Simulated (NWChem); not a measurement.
Molecule: germylsilane (GeSiH6); SMILES [SiH3][GeH3]

```xyz
8

Si     0.0000     0.0000    -1.5725
Ge     0.0000     0.0000     0.8254
H     -0.1038     1.3913    -2.0914
H      1.2568    -0.6057    -2.0914
H     -1.1530    -0.7856    -2.0914
H     -1.3017     0.6266     1.3797
H      0.1082    -1.4406     1.3797
H      1.1935     0.8140     1.3797
```
Atoms are numbered in this order, from 1.

Coordinates come from a B3LYP/6-31G* (spherical d) optimisation.

### Question
List the 4 lowest vertical singlet excitations from B3LYP/aug-cc-pVDZ, TDA (NWChem).

### Answer
```
state  energy (eV)  oscillator strength  leading excitation (squared amplitude)
-----  -----------  -------------------  --------------------------------------
S1            6.88                0.054                      HOMO → LUMO (0.77)
S2            7.21                0.443                    HOMO → LUMO+1 (0.75)
S3            7.45                0.019                    HOMO → LUMO+2 (0.88)
S4            7.45                0.019                    HOMO → LUMO+3 (0.88)
```
